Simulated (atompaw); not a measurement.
**Reading a pseudo-wave (boron)**

Columns: radius, all-electron u(r) and pseudo u(r) of the 2p shell (level -3.72 eV) of boron in the configuration [He] 2s2 2p1; LDA (PW92), scalar-relativistic, PAW (atompaw) scheme, atompaw 4.2.0.5.

```csv
r (bohr),all-electron,pseudo
0.073,0.0156,0.0043
0.146,0.0528,0.0171
0.219,0.1014,0.0378
0.292,0.1552,0.0660
0.365,0.2102,0.1007
0.438,0.2640,0.1407
0.512,0.3156,0.1855
0.585,0.3629,0.2326
0.658,0.4060,0.2810
0.731,0.4448,0.3295
0.804,0.4793,0.3768
0.877,0.5096,0.4216
0.950,0.5358,0.4630
1.023,0.5581,0.5002
1.096,0.5767,0.5326
1.169,0.5918,0.5598
1.242,0.6038,0.5818
1.315,0.6128,0.5987
1.388,0.6192,0.6108
1.462,0.6231,0.6187
1.535,0.6248,0.6227
1.608,0.6245,0.6237
1.681,0.6225,0.6223
1.754,0.6189,0.6189
1.827,0.6140,0.6140
1.900,0.6079,0.6079
```

(1) How many radial nodes do the two functions have?

(2) Is the pseudo-wave norm-conserving?

Answers

(1) The all-electron 2p function has n − l − 1 = 0; the pseudo-wave has 0.

(2) No, it belongs to a PAW set: the norm inside the radius is not constrained, and the difference is carried by the augmentation charge.
